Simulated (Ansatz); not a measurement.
Relaxation of CH4GaNSi (8 atoms, charge 0, multiplicity 1), to a largest force component of 0.015 eV/Å in at most 40 steps.

Level of theory: RKS revPBE/def2-SVP in Ansatz 0.2.0.

```xyz
8
Properties=species:S:1:pos:R:3
N 2.042 -0.957 1.841
C 1.421 -0.230 1.210
Si 0.340 0.874 0.145
Ga -1.226 -0.648 -0.897
H 1.300 1.539 -0.762
H -0.198 1.874 1.091
H -2.728 -0.924 -0.378
H -0.961 -1.558 -2.191
```

Where does it end, and by what steps?

It converged. After 4 steps the energy has fallen by 0.148 eV; H8 moved furthest, 0.14 Å.

| step | energy less start (eV) | largest force component (eV/Å) | accepted |
| --- | --- | --- | --- |
| 0 | 0.0000 | 2.461 | yes |
| 1 | -0.1331 | 0.244 | yes |
| 2 | -0.1477 | 0.068 | yes |
| 3 | -0.1484 | 0.016 | yes |
| 4 | -0.1484 | 0.013 | yes |

```xyz
8
Properties=species:S:1:pos:R:3
N 2.037 -1.011 1.857
C 1.411 -0.257 1.205
Si 0.340 0.853 0.136
Ga -1.268 -0.677 -0.910
H 1.269 1.545 -0.826
H -0.258 1.877 1.062
H -2.710 -0.858 -0.276
H -0.830 -1.501 -2.190
```

Whether the end is a true minimum wasn't checked by a vibrational analysis.

Run time: 6.9 s on 2 threads of Intel(R) Xeon(R) Platinum 8488C (Sapphire Rapids), on a shared host, peak memory 0.17 GiB.
